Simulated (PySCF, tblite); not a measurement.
Compound: C4H6AlBO2.
Cartesian coordinates in Å at the GFN2-xTB level; atoms count from 1:
```
atom  x, y, z in Å
B1    -3.7496    0.2450    0.8606
O2    -2.5285   -0.1440    0.5058
Al3   -1.0237   -0.7212    0.0887
C4     0.6642    0.2467    0.2655
C5     1.7755    1.0168    0.4776
C6     2.8141    0.4953   -0.3309
C7     2.2859   -0.5649   -0.9999
O8     1.0031   -0.7266   -0.6594
H9    -4.3670    0.9572    0.1524
H10   -4.2068   -0.1335    1.8792
H11   -1.0481   -2.1417   -0.4522
H12    1.8489    1.8564    1.1405
H13    3.8208    0.8582   -0.3952
H14    2.7106   -1.2442   -1.7148
```

Jobs on this species (14 atoms, 64 electrons) with PySCF (density fitting) and tblite. Hardware of each: one thread, Arm Neoverse N1 (aarch64), on a shared host. Times come from a shared host and carry two figures at best.

Question: Rank these jobs by wall time, shortest first.
A. GFN2-xTB; Hessian by finite differences
B. PBE0/pcSseg-1; shieldings, ring-centre shieldings, charges and field gradients, density and orbital grids written; 173 basis functions
C. GFN2-xTB; L-BFGS relaxation

Answer: A (0.73 s), C (1.3 s), B (52 s).

All jobs:

```
 level and settings                                                                                                work  basis functions  SCF cycles  wall time
           GFN2-xTB                                                                       Hessian by finite differences                –           –     0.73 s
           GFN2-xTB                                                                                   L-BFGS relaxation                –           –      1.3 s
      PBE0/pcSseg-1  shieldings, ring-centre shieldings, charges and field gradients, density and orbital grids written              173          14       52 s
CAM-B3LYP/def2-SVPD                                   8 singlets by full TDDFT, 3 Tamm–Dancoff triplets, polarisability              218          13       82 s
```

Question: What do all jobs in the table cost together?

Answer: About 2.3 min; the longest takes about 60 % of that, and about 110 times as long as the shortest.
